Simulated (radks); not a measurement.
The numbers below are computed, except where a source is named.
Q: The mean radii <r> (bohr) of the occupied orbitals of an atom or ion are listed with their occupations. Level of theory: Dirac Kohn-Sham, B86b exchange with PBE correlation, spin-unpolarised, spherical densities, finite nucleus; Fermi nuclear charge, rms radius of each element as measured or else 0.836 A^(1/3) + 0.57 fm (a radial shooting solver on a logarithmic mesh with Libxc functionals).

| orbital | occ. | <r> |
|---|---|---|
| 1s1/2 | 2 | 0.07683 |
| 2s1/2 | 2 | 0.3641 |
| 2p1/2 | 2 | 0.3260 |
| 2p3/2 | 4 | 0.3286 |
| 3s1/2 | 2 | 1.156 |
| 3p1/2 | 2 | 1.266 |
| 3p3/2 | 4 | 1.274 |
| 4s1/2 | 2 | 4.011 |

Name the element and its charge. Open shells, if any, fill j = l - 1/2 first.

A: Z = 20, calcium, charge 0: Ca in [Ar] 4s2. The 1s radius gives Z: for a bare nucleus <r> = (2 gamma + 1)/(2Z) with gamma = sqrt(1 - (Z/c)^2), 0.07446 bohr for Z = 20, and screening makes it slightly larger (0.07683 here). The occupations add up to 20, and the charge is Z minus that.
